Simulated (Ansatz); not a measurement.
The cluster ZnTe2. The state is a singlet with charge 0. Geometry B3LYP-D4/def2-TZVP; atoms count from 1.

```tsv
atom	x (Å)	y (Å)	z (Å)
Zn1	0.001	-0.001	0.001
Te2	0.142	-1.262	-2.093
Te3	-0.143	1.263	2.092
```

In the def2 sets Te takes a core potential; there is no spin–orbit coupling. The restricted singlet is unstable towards broken spin symmetry in Hartree–Fock (as tested in another run); at PBE0-D4/def2-TZVP this wasn't settled. The geometry of the singlet was relaxed on an unsound state (restricted singlet whose occupied levels cross empty ones at other levels, untested at these). Another isomer (triplet) lies 0.90 eV lower at PBE0-D4/def2-TZVP; other spin states weren't run for this one.

Q: Estimate the Mulliken populations from the PBE0/def2-TZVP orbitals of Ansatz.

A: 
```
atom  charge (e)  d electrons
 Zn1        0.20        10.04
 Te2       -0.10            –
 Te3       -0.10            –
```
Mulliken values and Mayer orders depend strongly on the basis.

Q: And the Mayer bond orders between bonded heavy atoms (over 0.3)?

A: Zn1–Te2 1.24 (2.45 Å); Zn1–Te3 1.24 (2.45 Å). Values over 0.3 also appear between atoms too far apart for a bond (Te2–Te3 0.89 at 4.90 Å); they arise where an orbital or an unpaired electron spreads over both atoms.
